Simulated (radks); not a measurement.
Question: The indium ion In13+ is in [Kr]. All-electron calculation, Dirac Kohn-Sham, BLYP, spin-unpolarised, spherical densities, finite nucleus; Fermi nuclear charge, rms radius of each element as measured or else 0.836 A^(1/3) + 0.57 fm. Program: a radial shooting solver on a logarithmic mesh with Libxc functionals. Sub-shells are occupied by j as written (lower j first in brackets). One electron is removed from 4p3/2, 4p1/2, 3d5/2, 4s1/2 in turn, with full relaxation. Which removal costs least, and what does each cost?

Answer: 4p3/2 342.38 eV; 4p1/2 351.35 eV; 4s1/2 391.66 eV; 3d5/2 746.74 eV. The 4p3/2 electron leaves first.
